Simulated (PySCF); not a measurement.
C$_{2}$H$_{9}$N$_{2}$ (SMILES NCC[NH3+]), charge +1, singlet, at a GFN2-xTB geometry; B3LYP/def2-SV(P) in PySCF.

PySCF was given this input:
```python
from pyscf import gto, scf, dft

mol = gto.M(
    atom='''
N     1.803776    0.406699    0.410792
C     0.555260    0.535790   -0.303411
C    -0.371887   -0.573912    0.212050
N    -1.785408   -0.350623   -0.212298
H     2.347474   -0.384853    0.088469
H     2.375839    1.236153    0.324537
H     0.128009    1.510679   -0.049401
H     0.641763    0.471957   -1.401615
H    -0.039796   -1.544370   -0.158169
H    -0.316105   -0.580941    1.301376
H    -2.398299   -1.097563    0.138454
H    -2.119999    0.550924    0.154018
H    -1.847701   -0.325781   -1.238957
''',
    basis='def2-sv(p)',
    charge=1,
    spin=0,
    verbose=4,
)

mf = dft.RKS(mol)
mf.xc = 'b3lyp'
mf.grids.level = 5
mf.kernel()
```

Output, abridged:

```
PySCF version 2.14.0

[INPUT] verbose = 4
[INPUT] num. atoms = 13
[INPUT] num. electrons = 34
[INPUT] charge = 1
[INPUT] spin (= nelec alpha-beta = 2S) = 0
[INPUT] symmetry False subgroup None
[INPUT] Mole.unit = angstrom
[INPUT] Symbol           X                Y                Z      unit          X                Y                Z       unit  Magmom
[INPUT]  1 N      1.803776000000   0.406699000000   0.410792000000 AA    3.408642630063   0.768549725134   0.776284374162 Bohr   0.0
[INPUT]  2 C      0.555260000000   0.535790000000  -0.303411000000 AA    1.049289327926   1.012496360281  -0.573363693180 Bohr   0.0
[INPUT]  3 C     -0.371887000000  -0.573912000000   0.212050000000 AA   -0.702764579286  -1.084536499601   0.400716424714 Bohr   0.0
[INPUT]  4 N     -1.785408000000  -0.350623000000  -0.212298000000 AA   -3.373932140607  -0.662581442973  -0.401185076793 Bohr   0.0
[INPUT]  5 H      2.347474000000  -0.384853000000   0.088469000000 AA    4.436082944537  -0.727266768217   0.167182180514 Bohr   0.0
[INPUT]  6 H      2.375839000000   1.236153000000   0.324537000000 AA    4.489685026061   2.335990618059   0.613286047288 Bohr   0.0
[INPUT]  7 H      0.128009000000   1.510679000000  -0.049401000000 AA    0.241901951479   2.854769572132  -0.093354360280 Bohr   0.0
[INPUT]  8 H      0.641763000000   0.471957000000  -1.401615000000 AA    1.212756306879   0.891869472571  -2.648668482082 Bohr   0.0
[INPUT]  9 H     -0.039796000000  -1.544370000000  -0.158169000000 AA   -0.075203540853  -2.918436334995  -0.298896091396 Bohr   0.0
[INPUT] 10 H     -0.316105000000  -0.580941000000   1.301376000000 AA   -0.597351876606  -1.097819384531   2.459244225082 Bohr   0.0
[INPUT] 11 H     -2.398299000000  -1.097563000000   0.138454000000 AA   -4.532128274818  -2.074093474456   0.261640140851 Bohr   0.0
[INPUT] 12 H     -2.119999000000   0.550924000000   0.154018000000 AA   -4.006217494352   1.041095475450   0.291051838253 Bohr   0.0
[INPUT] 13 H     -1.847701000000  -0.325781000000  -1.238957000000 AA   -3.491648850085  -0.615636866587  -2.341289410113 Bohr   0.0

nuclear repulsion = 140.523461256658
number of shells = 42
number of NR pGTOs = 132
number of NR cGTOs = 74
basis = def2-sv(p)
ecp = {}

******** <class 'pyscf.dft.rks.RKS'> ********
method = RKS
initial guess = minao
damping factor = 0
level_shift factor = 0
DIIS = <class 'pyscf.scf.diis.CDIIS'>
diis_start_cycle = 1
diis_space = 8
diis_damp = 0
SCF conv_tol = 1e-09
SCF conv_tol_grad = None
SCF max_cycles = 50
direct_scf = True
direct_scf_tol = 1e-13
XC library pyscf.dft.libxc version 7.1.2
    S. Lehtola, C. Steigemann, M. J. T. Oliveira, and M. A. L. Marques,  SoftwareX 7, 1–5 (2018)
XC functionals = b3lyp
    P. J. Stephens, F. J. Devlin, C. F. Chabalowski, and M. J. Frisch,  J. Phys. Chem. 98, 11623 (1994)
radial grids:
    Treutler-Ahlrichs [JCP 102, 346 (1995); DOI:10.1063/1.469408] (M4) radial grids

becke partition: Becke, JCP 88, 2547 (1988); DOI:10.1063/1.454033
pruning grids: <function nwchem_prune>
grids dens level: 5
symmetrized grids: False
atomic radii adjust function: <function treutler_atomic_radii_adjust>
small_rho_cutoff = 0
Set gradient conv threshold to 3.16228e-05
Initial guess from minao.
tot grids = 382048
init E= -191.231298544959
  HOMO = -0.296813742837858  LUMO = -0.00259017064680744  gap/eV = 8.00623
cycle= 1 E= -190.663473056126  delta_E= 0.568  |g|= 0.396  |ddm|= 3.22
  HOMO = -0.292001963593439  LUMO = -0.2105035729352  gap/eV = 2.21768
cycle= 2 E= -190.645140538604  delta_E= 0.0183  |g|= 0.514  |ddm|= 1.31
  HOMO = -0.391389744419601  LUMO = -0.193416687184895  gap/eV = 5.38712
cycle= 3 E= -190.705235762349  delta_E= -0.0601  |g|= 0.045  |ddm|= 0.716
  HOMO = -0.392598327707576  LUMO = -0.188485136775041  gap/eV = 5.55420
cycle= 4 E= -190.705604351647  delta_E= -0.000369  |g|= 0.0156  |ddm|= 0.0501
  HOMO = -0.391694711850786  LUMO = -0.18731906753493  gap/eV = 5.56134
cycle= 5 E= -190.705660246161  delta_E= -5.59e-05  |g|= 0.00461  |ddm|= 0.0177
  HOMO = -0.391547933440446  LUMO = -0.187531888042188  gap/eV = 5.55156
cycle= 6 E= -190.705665359298  delta_E= -5.11e-06  |g|= 0.000362  |ddm|= 0.00477
  HOMO = -0.391498561873026  LUMO = -0.187569275489711  gap/eV = 5.54920
cycle= 7 E= -190.705665393013  delta_E= -3.37e-08  |g|= 0.000125  |ddm|= 0.000712
  HOMO = -0.391501741193788  LUMO = -0.187571885534084  gap/eV = 5.54921
cycle= 8 E= -190.705665396467  delta_E= -3.45e-09  |g|= 4.53e-05  |ddm|= 0.000164
  HOMO = -0.391502359270632  LUMO = -0.187572213008742  gap/eV = 5.54922
cycle= 9 E= -190.705665396961  delta_E= -4.95e-10  |g|= 5.29e-06  |ddm|= 4.65e-05
  HOMO = -0.391502961355659  LUMO = -0.187571932468554  gap/eV = 5.54925
Extra cycle  E= -190.705665396962  delta_E= -9.66e-13  |g|= 4.91e-06  |ddm|= 1.22e-05
converged SCF energy = -190.705665396962
```
